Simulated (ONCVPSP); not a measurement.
PBE ONCV dataset for In, scalar-relativistic all-electron reference.

The input file (ONCVPSP 4.0.1):

```
# ATOM AND REFERENCE CONFIGURATION
# atsym  z   nc   nv     iexc    psfile
  In 49.00    6    5        4      upf
#
#   n    l    f
    1    0    2.00
    2    0    2.00
    2    1    6.00
    3    0    2.00
    3    1    6.00
    3    2   10.00
    4    0    2.00
    4    1    6.00
    4    2   10.00
    5    0    1.50
    5    1    1.50
#
# PSEUDOPOTENTIAL AND OPTIMIZATION
# lmax
    2
#
#   l,   rc,      ep,       ncon, nbas, qcut
    0    1.50    0.00    3    6    7.80
    1    1.25    0.00    4    8   12.10
    2    1.75    0.00    4    8    9.10
#
# LOCAL POTENTIAL
# lloc, lpopt,  rc(5),   dvloc0
    4    5    1.00    2.00
#
# VANDERBILT-KLEINMAN-BYLANDER PROJECTORs
# l, nproj, debl
    0    3    2.70
    1    2    2.40
    2    2    3.50
#
# MODEL CORE CHARGE
# icmod, fcfact, rcfact
    3    1.75    1.25
#
# LOG DERIVATIVE ANALYSIS
# epsh1, epsh2, depsh
   -6.00    5.00    0.04
#
# OUTPUT GRID
# rlmax, drl
    6.00    0.01
#
# TEST CONFIGURATIONS
# ncnf
    4
# nvcnf
#   n    l    f
    5
    4    0    2.00
    4    1    6.00
    4    2   10.00
    5    0    2.00
    5    1    1.00
#
    5
    4    0    2.00
    4    1    6.00
    4    2   10.00
    5    0    2.00
    5    1    0.00
#
    5
    4    0    2.00
    4    1    6.00
    4    2   10.00
    5    0    1.00
    5    1    0.00
#
    5
    4    0    2.00
    4    1    5.00
    4    2   10.00
    5    0    2.00
    5    1    1.00
#
```

Command:

```bash
oncvpsp.x < In.dat > In.out
```

Resulting log (shortened: citation, most of the input echo, consistency checks and plot data are left out):

```
ONCVPSP  (Optimized Norm-Conservinng Vanderbilt PSeudopotential)
scalar-relativistic version 4.0.1

#   n    l    f        energy (Ha)
    1    0    2.00    -1.0199867E+03
    2    0    2.00    -1.5274778E+02
    2    1    6.00    -1.3709964E+02
    3    0    2.00    -2.9010676E+01
    3    1    6.00    -2.3886598E+01
    3    2   10.00    -1.5933123E+01
    4    0    2.00    -4.4291551E+00
    4    1    6.00    -2.9029720E+00
    4    2   10.00    -7.1496678E-01
    5    0    1.50    -3.2066521E-01
    5    1    1.50    -1.0589608E-01

Reference configufation results
  iterations    21
  all-electron total energy (Ha)   -5.88152994D+03

Begin loop to  construct optimized pseudo wave functions
and semi-local pseudopoentials for all angular momenta

   Wellstate for l =  0  n =  7
     eigenvalue =   2.3793
     asymptotic potential =   2.8793
     half-point radius =  3.7543

Calculating optimized projector #   1

 for l=   0

    Fraction of norm inside rc  0.973733
    Optimizing pswf for qcut=   7.79 a_B^-1,  ecut=  30.34 Ha
    Residual kinetic energy error=  8.38D-06 Ha

    Energy error per electron        Cutoff
         Ha          eV             Ha
         0.01000     0.27211       12.40
         0.00100     0.02721       20.94
         0.00010     0.00272       25.44
         0.00001     0.00027       30.85

Calculating optimized projector #   2

 for l=   0

    Fraction of norm inside rc  0.088223
    Optimizing pswf for qcut=   7.79 a_B^-1,  ecut=  30.34 Ha
    Residual kinetic energy error=  1.11D-05 Ha

    Energy error per electron        Cutoff
         Ha          eV             Ha
         0.01000     0.27211        7.58
         0.00100     0.02721       20.57
         0.00010     0.00272       25.97
         0.00001     0.00027       31.29

Calculating optimized projector #   3

 for l=   0

    Fraction of norm inside rc  0.075781
    Optimizing pswf for qcut=   7.79 a_B^-1,  ecut=  30.34 Ha
    Residual kinetic energy error=  4.24D-05 Ha

    Energy error per electron        Cutoff
         Ha          eV             Ha
         0.01000     0.27211       13.43
         0.00100     0.02721       23.29
         0.00010     0.00272       28.68
         0.00001     0.00027       41.78

Calculating optimized projector #   1

 for l=   1

    Fraction of norm inside rc  0.849729
    Optimizing pswf for qcut=  12.09 a_B^-1,  ecut=  73.14 Ha
    Residual kinetic energy error=  1.56D-07 Ha

    Energy error per electron        Cutoff
         Ha          eV             Ha
         0.01000     0.27211       33.70
         0.00100     0.02721       46.62
         0.00010     0.00272       55.80
         0.00001     0.00027       62.67

Calculating optimized projector #   2

 for l=   1

    Fraction of norm inside rc  0.022269
    Optimizing pswf for qcut=  12.09 a_B^-1,  ecut=  73.14 Ha
    Residual kinetic energy error=  4.00D-08 Ha

    Energy error per electron        Cutoff
         Ha          eV             Ha
         0.01000     0.27211       12.11
         0.00100     0.02721       33.55
         0.00010     0.00272       47.76
         0.00001     0.00027       57.52

   Wellstate for l =  2  n =  6
     eigenvalue =   2.7850
     asymptotic potential =   3.2850
     half-point radius =  3.0890

Calculating optimized projector #   1

 for l=   2

    Fraction of norm inside rc  0.873407
    Optimizing pswf for qcut=   9.11 a_B^-1,  ecut=  41.46 Ha
    Residual kinetic energy error=  8.51D-07 Ha

    Energy error per electron        Cutoff
         Ha          eV             Ha
         0.01000     0.27211       24.99
         0.00100     0.02721       30.35
         0.00010     0.00272       34.60
         0.00001     0.00027       37.97

Calculating optimized projector #   2

 for l=   2

    Fraction of norm inside rc  0.165940
    Optimizing pswf for qcut=   9.11 a_B^-1,  ecut=  41.46 Ha
    Residual kinetic energy error=  7.00D-06 Ha

    Energy error per electron        Cutoff
         Ha          eV             Ha
         0.01000     0.27211       25.73
         0.00100     0.02721       31.96
         0.00010     0.00272       36.74
         0.00001     0.00027       40.93

Construct Vanderbilt / Kleinmman-Bylander projectors

B matrix Hermiticity error, ll=   0
   1   2    6.5443E-04
   1   3    9.3332E-04
   2   3   -1.4395E-04

  Orthonormal projector coefficients  1.7956E+01  4.9405E+00  7.9093E-01

B matrix Hermiticity error, ll=   1
   1   2    2.8559E-04

  Orthonormal projector coefficients  1.1611E+01  1.4208E+00

B matrix Hermiticity error, ll=   2
   1   2   -4.5057E-04

  Orthonormal projector coefficients  5.6461E+00 -1.0350E+00

Model core correction analysis
  based on d2Exc/dn_idn_j

d2excae - all-electron derivatives

   -3.490797D-02   -3.152103D-02   -2.214769D-02   -2.194242D-03
   -9.948289D-04
   -3.152116D-02   -2.961411D-02   -2.247109D-02   -2.605819D-03
   -1.040841D-03
   -2.214789D-02   -2.247119D-02   -2.121340D-02   -6.764346D-03
   -2.767216D-03
   -2.194150D-03   -2.605594D-03   -6.763682D-03   -2.699005D-02
   -2.116484D-02
   -9.948236D-04   -1.040779D-03   -2.766641D-03   -2.116170D-02
   -2.532263D-02

d2excps - pseudofunction derivatives with no core correction

   -5.326299D-02   -3.417376D-02   -2.147811D-02   -4.161895D-03
   -1.258975D-03
   -3.417546D-02   -3.263615D-02   -2.394122D-02   -2.850269D-03
   -1.215578D-03
   -2.147838D-02   -2.394134D-02   -2.255936D-02   -6.687670D-03
   -2.815906D-03
   -4.163710D-03   -2.850060D-03   -6.687007D-03   -2.715280D-02
   -2.117505D-02
   -1.259080D-03   -1.215524D-03   -2.815332D-03   -2.117191D-02
   -2.532931D-02

rms 2nd derivative error    3.874361E-03

rmatch, rhocmatch    0.5658   34.4058

Teter function model core charge with specified parameters

d2excps - pseudofunction derivatives with core correction

   -3.863665D-02   -3.142713D-02   -2.079327D-02   -2.759327D-03
   -1.109051D-03
   -3.142726D-02   -3.110113D-02   -2.333800D-02   -2.622919D-03
   -1.137588D-03
   -2.079342D-02   -2.333811D-02   -2.230615D-02   -6.638072D-03
   -2.784816D-03
   -2.759268D-03   -2.622698D-03   -6.637407D-03   -2.701693D-02
   -2.116255D-02
   -1.109051D-03   -1.137531D-03   -2.784241D-03   -2.115940D-02
   -2.532545D-02

rms 2nd derivative error    9.636497E-04

Pseudoatom total energy -189.409685

Diagnostic tests using Vanderbilt-Kleinman-Bylander pseudopotentials
  1 or more projectors used as specified by nproj input data

   l    rcore       rmatch      e in        delta e   norm test  slope test

   0   1.5002291   1.5457793  -4.4291551   0.0000134   1.0002887   1.0002644
   0   1.5002291   1.5457793  -0.3206652   0.0000109   1.0000617   1.0000233
   0   1.5002291   1.5457793   2.3793348   0.0001150   1.0003332   1.0003332

   1   1.2537708   1.2918380  -2.9029720  -0.0000084   1.0002158   1.0002375
   1   1.2537708   1.2918380  -0.1058961   0.0000076   1.0001162   1.0000956

   2   1.7526899   1.8059053  -0.7149668  -0.0000053   1.0001111   1.0001210
   2   1.7526899   1.8059053   2.7850332   0.0000640   1.0001565   1.0001565

 Testing for bound ghosts
   n   l    E NL Schr. Eq   E Basis Diag.   E Cutoff

   1   0       -4.429142       -4.429148     84.91
   2   0       -0.320654       -0.274502     84.91

   2   1       -2.902980       -2.902957    193.14
   3   1       -0.105888        0.176226    193.14

   3   2       -0.714972       -0.714876    112.49

 Testing for highly-localized positive-energy ghosts
       l    <radius>/rc     E Basis Diag.   E Cutoff

       0        0.764570       14.782170     84.91  WARNING - GHOST(+)

Test configuration 0

   n   l     f        eae           eps        diff
   1   0  2.0000-1019.98671557
   2   0  2.0000 -152.74778132
   2   1  6.0000 -137.09964070
   3   0  2.0000  -29.01067595
   3   1  6.0000  -23.88659772
   3   2 10.0000  -15.93312296
   4   0  2.0000   -4.42915511   -4.42914169    1.34D-05
   4   1  6.0000   -2.90297202   -2.90298041   -8.39D-06
   4   2 10.0000   -0.71496678   -0.71497210   -5.32D-06
   5   0  1.5000   -0.32066521   -0.32065433    1.09D-05
   5   1  1.5000   -0.10589608   -0.10588849    7.59D-06

    Total energies and differences
      AE_ref= -5.88152994D+03  AE_tst= -5.88152994D+03  dif=  0.00D+00
      PS_ref= -1.89409685D+02  PS_tst= -1.89409685D+02  dif=  0.00D+00
      PSP excitation error=  0.00D+00

Test configuration 1

   n   l     f        eae           eps        diff
   1   0  2.0000-1019.95496395
   2   0  2.0000 -152.71680934
   2   1  6.0000 -137.06867834
   3   0  2.0000  -28.97933047
   3   1  6.0000  -23.85526208
   3   2 10.0000  -15.90185308
   4   0  2.0000   -4.39741076   -4.39670340    7.07D-04
   4   1  6.0000   -2.87123162   -2.87105167    1.80D-04
   4   2 10.0000   -0.68439220   -0.68439959   -7.39D-06
   5   0  2.0000   -0.30176496   -0.30171995    4.50D-05
   5   1  1.0000   -0.09256095   -0.09255858    2.38D-06

    Total energies and differences
      AE_ref= -5.88152994D+03  AE_tst= -5.88163595D+03  dif= -1.06D-01
      PS_ref= -1.89409685D+02  PS_tst= -1.89515692D+02  dif= -1.06D-01
      PSP excitation error=  2.13D-06

Test configuration 2

   n   l     f        eae           eps        diff
   1   0  2.0000-1020.23088656
   2   0  2.0000 -152.99126966
   2   1  6.0000 -137.34330486
   3   0  2.0000  -29.25359294
   3   1  6.0000  -24.12953529
   3   2 10.0000  -16.17605630
   4   0  2.0000   -4.67171257   -4.67094443    7.68D-04
   4   1  6.0000   -3.14569823   -3.14552212    1.76D-04
   4   2 10.0000   -0.95816598   -0.95820975   -4.38D-05
   5   0  2.0000   -0.54849627   -0.54842584    7.04D-05

    Total energies and differences
      AE_ref= -5.88152994D+03  AE_tst= -5.88143885D+03  dif=  9.11D-02
      PS_ref= -1.89409685D+02  PS_tst= -1.89318551D+02  dif=  9.11D-02
      PSP excitation error= -3.70D-05

Test configuration 3

   n   l     f        eae           eps        diff
   1   0  2.0000-1020.62443740
   2   0  2.0000 -153.38008447
   2   1  6.0000 -137.73238653
   3   0  2.0000  -29.64280069
   3   1  6.0000  -24.51873439
   3   2 10.0000  -16.56498989
   4   0  2.0000   -5.06106775   -5.06231204   -1.24D-03
   4   1  6.0000   -3.53499747   -3.53543273   -4.35D-04
   4   2 10.0000   -1.34244364   -1.34258003   -1.36D-04
   5   0  1.0000   -0.86991953   -0.86999129   -7.18D-05

    Total energies and differences
      AE_ref= -5.88152994D+03  AE_tst= -5.88073196D+03  dif=  7.98D-01
      PS_ref= -1.89409685D+02  PS_tst= -1.88611557D+02  dif=  7.98D-01
      PSP excitation error= -1.50D-04

Test configuration 4

   n   l     f        eae           eps        diff
   1   0  2.0000-1020.65935295
   2   0  2.0000 -153.37669316
   2   1  6.0000 -137.73297431
   3   0  2.0000  -29.62626539
   3   1  6.0000  -24.50244558
   3   2 10.0000  -16.54812368
   4   0  2.0000   -4.98014296   -4.99077666   -1.06D-02
   4   1  5.0000   -3.44017403   -3.44350664   -3.33D-03
   4   2 10.0000   -1.20938161   -1.20819208    1.19D-03
   5   0  2.0000   -0.64334776   -0.64378793   -4.40D-04
   5   1  1.0000   -0.37389832   -0.37393421   -3.59D-05

    Total energies and differences
      AE_ref= -5.88152994D+03  AE_tst= -5.87848970D+03  dif=  3.04D+00
      PS_ref= -1.89409685D+02  PS_tst= -1.86365982D+02  dif=  3.04D+00
      PSP excitation error= -3.46D-03
```

The run took about 6.4 s on one core of a shared server CPU.
